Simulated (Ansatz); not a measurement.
`F[Si@H]1[GaH][C@@H]1[SiH3]` + H₂ → `F[SiH]1[CH2][GaH]1` + SiH₄ at 600 K and 1 bar (hydrogenolysis of a C–Si bond).

Computed with Ansatz on PBE0-D4/def2-TZVP structures; ΔE is electronic, products minus reactants. CCSD(T)/CBS adds triple-zeta CCSD(T) − MP2 to the extrapolated MP2 energy (def2 sets, frozen cores). This one scheme is used for every species. For Ga outer-core shells are correlated without core-valence functions, which leaves a few kJ/mol of doubt a bond. Scalar relativity is left out up to krypton.

```tsv
species	CCSD(T)/CBS energy (Eh)	H − E (kJ/mol)	S (J/(mol·K))
`F[Si@H]1[GaH][C@@H]1[SiH3]`	-2643.56523	228.4	500.2
H₂	-1.17544	43.9	150.8
`F[SiH]1[CH2][GaH]1`	-2353.27429	166.9	408.1
SiH₄	-291.46306	108.7	242.3
```

H − E and S are ideal-gas, rigid-rotor, harmonic terms from PBE0-D4/def2-TZVP, for one conformer and one mirror image of each species. For small species the MP2-based limit differs from directly extrapolated CCSD(T) by up to some mEh (0.8 for H₂); such offsets cancel only in part. 1 Eh = 2625.50 kJ/mol, R = 8.31446 J/(mol·K).

By hand: ΔE, ΔH, ΔS and ΔG.

ΔE = (-2353.27429) + (-291.46306) − (-2643.56523) − (-1.17544) = 0.00332 Eh = 8.7 kJ/mol. Δ(H − E) = 166.9 + 108.7 − 228.4 − 43.9 = 3.3, so ΔH = 12.0 kJ/mol. ΔS = 408.1 + 242.3 − 500.2 − 150.8 = -0.6 J/(mol·K). ΔG = 12.0 − 600 × (-0.6)/1000 = 12.4 kJ/mol.

By hand: the equilibrium constant, and the temperature at which ΔG would vanish if ΔH and ΔS stayed fixed.

log₁₀ K = −ΔG/(RT ln 10) = -1.1. ΔH and −TΔS have one sign here, so there is no such temperature.

The number of gas molecules stays the same, so ΔS is small and ΔH decides. A doubt of 5 kJ/mol in ΔE shifts log₁₀ K by 0.4 here. Other conformers and mirror images would add mixing entropy, several J/(mol·K) or more a flexible species. These are equilibria of isolated gas molecules and say nothing of rates. Largest T1 diagnostic: 0.014 (customary marks: 0.02 for closed shells, 0.045 for open ones).

ΔS is within the doubt of such terms, so its sign, and with it that verdict, could turn.
